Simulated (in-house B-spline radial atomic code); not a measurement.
Results of a calculation; reference values are marked as such.
# Making a Troullier-Martins d channel for Nb, r_c = 1.11 bohr

Nb, [Kr] 4d4 5s1, non-relativistic PBE, spherical and spin-unpolarised, from a B-spline radial code for spherical atoms (atomic units). The all-electron 4d level is ε = -0.119006 hartree, its outermost node lies just inside 0.56 bohr and its outer maximum at 1.48 bohr.

Inside r_c the pseudo-orbital is u(r) = r^3 exp(p(r)), with p = c0 + c2 r² + c4 r⁴ + … + c12 r¹². The seven coefficients follow from p and its first four derivatives at r_c, from zero curvature of the screened potential at the origin, c4 = −c2²/(2l + 5), and from the norm inside r_c. At r_c the all-electron orbital has P = 0.6270611, P' = 0.4968944, the screened potential V = -4.099442, V' = 8.269125, V'' = -20.86591, and the norm inside is Q = 0.1208548.

**Question.** What are p, p' and p'' at r_c?

**Answer.** p = ln(P/r_c^3) = ln(0.6270611/1.36763) = -0.77979. p' = P'/P − 3/r_c = 0.79242 − 2.70270 = -1.91028. The radial equation gives p'' = 2(V − ε) − 2(3) p'/r_c − p'² = -7.96087 − (-10.32586) − 3.64919 = -1.28420. Differentiating, p''' = 2V' + 2(3)p'/r_c² − 2(3)p''/r_c − 2p'p'' = 9.2709, and p'''' = 2V'' − 4(3)p'/r_c³ + 4(3)p''/r_c² − 2(3)p'''/r_c − 2p''² − 2p'p''' = -55.469.

For a trial c2 the five matching conditions are linear in c0, c6, c8, c10 and c12, and c2 is varied until the norm inside r_c equals Q. The root nearest zero gives:

| n | c_n |
| --- | --- |
| 0 | 1.289987 |
| 2 | -3.156872 |
| 4 | -1.107315 |
| 6 | 7.947347 |
| 8 | -9.238792 |
| 10 | 4.508374 |
| 12 | -0.8215273 |

**Question.** Check c4 and p(r_c), and find the screened pseudopotential at the origin.

**Answer.** −c2²/9 = -1.10732, as listed. The terms c_n r_c^n are 1.28999, -3.88958, -1.68098, 14.86483, -21.29115, 12.80117, -2.87407, which sum to -0.77979. Inverting the radial equation, V_l(r) = ε + 3 p'/r + (p'' + p'²)/2, so V_l(0) = ε + (2l + 3) c2 = -0.119006 + 7 × (-3.15687) = -22.2171 hartree, finite where the all-electron potential diverges.

Orbitals and screened potentials:

| r (bohr) | P | u | V all-electron | V pseudo |
| --- | --- | --- | --- | --- |
| 0.111 | -0.1297 | 0.004778 | -241.5 | -22.17 |
| 0.278 | -0.3187 | 0.06095 | -60.34 | -20.82 |
| 0.444 | -0.1693 | 0.1715 | -26.19 | -15.79 |
| 0.611 | 0.09686 | 0.2847 | -14.15 | -8.589 |
| 0.777 | 0.3375 | 0.3933 | -8.642 | -4.019 |
| 0.944 | 0.5155 | 0.5192 | -5.816 | -4.09 |
| 1.11 | 0.6271 | 0.6271 | -4.099 | -4.099 |

Logarithmic derivatives P'/P at R = 1.41 bohr, for energies E around ε:

```
E − ε (hartree)  all-electron      pseudo
           -0.5      0.560049    0.557582
          -0.25      0.336212    0.335495
           -0.1      0.190985    0.190863
              0     0.0889706   0.0889759
            0.1    -0.0176277  -0.0177693
           0.25     -0.187044   -0.188065
            0.5     -0.499033    -0.50404
```

**Question.** With P(R) = 0.7038546 and a norm of 0.2582119 inside R, what slope in energy does norm conservation fix?

**Answer.** d(P'/P)/dE = −2 × (norm inside R)/P(R)² = -1.0424 per hartree·bohr at E = ε, for both atoms, since orbital and norm agree at R. Differences over ±0.1 hartree give -1.0431 (all-electron) and -1.0432 (pseudo), which also hold third-order terms. Half a hartree below ε the two curves differ by -0.0025.
